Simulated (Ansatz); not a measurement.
Born–Oppenheimer molecular dynamics of AlFH₄O₂ (8 atoms, charge 0, multiplicity 1). It starts at the highest image of a converged band. Of that band: The profile has 3 maxima (images 2, 4, 7) with wells between them (images 3, 5): this band takes more than one step, which may be the mechanism or a detour left from its start path. A structure lower than the first end lies on the path between it and the top, so the climb from that side starts below the end, which may itself be a saddle point or a shallow side well. A vibrational analysis at the climbing image gives one clearly imaginary mode, 293i cm⁻¹: a first-order saddle point.

These are results of RKS PBE-D4/def2-SVP (Ansatz 0.2.0), not measurements.

* ensemble: NVE (velocity Verlet)
* time step: 0.5 fs
* steps asked: 200
* starting velocities drawn for: 300 K
* seed: 10999

First frame:

```xyz
8
Properties=species:S:1:pos:R:3
Al 0.050 0.578 -0.259
H -0.015 -0.340 1.866
O 1.585 -0.085 -0.622
H 1.677 -0.813 -1.255
O -1.429 -0.036 -0.840
H -2.001 -0.736 -0.503
F 0.074 2.104 0.441
H -0.013 0.429 1.967
```

Q: How far do the bonds stretch over the last three quarters of this one trajectory? (Pairs bonded in most of those frames.)

A: 
```json
{"bond": "Al1–O3", "mean (Å)": "1.718", "spread (Å)": "0.014", "shortest": "1.69", "longest": "1.74"}
{"bond": "Al1–O5", "mean (Å)": "1.706", "spread (Å)": "0.034", "shortest": "1.65", "longest": "1.76"}
{"bond": "Al1–F7", "mean (Å)": "1.676", "spread (Å)": "0.015", "shortest": "1.64", "longest": "1.70"}
{"bond": "H2–H8", "mean (Å)": "0.779", "spread (Å)": "0.009", "shortest": "0.76", "longest": "0.80"}
{"bond": "O3–H4", "mean (Å)": "0.971", "spread (Å)": "0.014", "shortest": "0.95", "longest": "1.00"}
{"bond": "O5–H6", "mean (Å)": "0.970", "spread (Å)": "0.012", "shortest": "0.94", "longest": "0.99"}
```

Mean temperature of the second half: 255 K. The conserved energy stayed within 0.071 meV per atom of its start (net change 0.025 meV per atom), so the integration is sound. A run of 0.1 ps of so small a system gives no equilibrium averages. The orbitals stay closed-shell, which can raise the energy where a bond breaks towards radicals; this wasn't checked here.

Run time: 7.3 min on 1 thread of Arm Neoverse V1 (shared host), peak memory 0.14 GiB.
